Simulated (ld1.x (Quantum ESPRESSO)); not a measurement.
**Reading a pseudo-wave (Mo)**

Columns: radius, all-electron u(r) and pseudo u(r) of the 4d shell (level -32.88 eV) of molybdenum in the configuration [Ar] 3d10 4s2 4p6 4d3 5s0 5p0; PBEsol, scalar-relativistic, PAW scheme, ld1.x (Quantum ESPRESSO) 7.5.

| r (bohr) | all-electron | pseudo |
| --- | --- | --- |
| 0.123 | 0.2089 | -0.0013 |
| 0.245 | 0.4035 | -0.0101 |
| 0.368 | 0.3148 | -0.0328 |
| 0.490 | 0.0770 | -0.0732 |
| 0.613 | -0.1903 | -0.1333 |
| 0.735 | -0.4228 | -0.2102 |
| 0.858 | -0.6038 | -0.3007 |
| 0.980 | -0.7281 | -0.3964 |
| 1.103 | -0.8039 | -0.4908 |
| 1.225 | -0.8394 | -0.5746 |
| 1.348 | -0.8447 | -0.6420 |
| 1.470 | -0.8280 | -0.6871 |
| 1.593 | -0.7956 | -0.7085 |
| 1.715 | -0.7533 | -0.7065 |
| 1.838 | -0.7044 | -0.6839 |
| 1.960 | -0.6527 | -0.6463 |
| 2.083 | -0.5995 | -0.5987 |
| 2.205 | -0.5473 | -0.5476 |
| 2.328 | -0.4964 | -0.4965 |
| 2.450 | -0.4483 | -0.4483 |
| 2.573 | -0.4029 | -0.4029 |
| 2.695 | -0.3609 | -0.3609 |
| 2.818 | -0.3220 | -0.3220 |
| 2.940 | -0.2866 | -0.2866 |
| 3.063 | -0.2542 | -0.2542 |
| 3.185 | -0.2251 | -0.2251 |

**Question.** How many radial nodes do the two functions have?

**Answer.** The all-electron 4d function has n − l − 1 = 1; the pseudo-wave has 0, since the states of the same l below it are removed with the core.

**Question.** At about which radius was the pseudo-wave matched?

**Answer.** 2.45 bohr. The columns agree to 0.0005 from 2.21 bohr on; several derivatives are matched, so the curves merge somewhat inside the radius.

**Question.** Is the pseudo-wave norm-conserving?

**Answer.** No, it belongs to a PAW set: the norm inside the radius is not constrained, and the difference is carried by the augmentation charge.
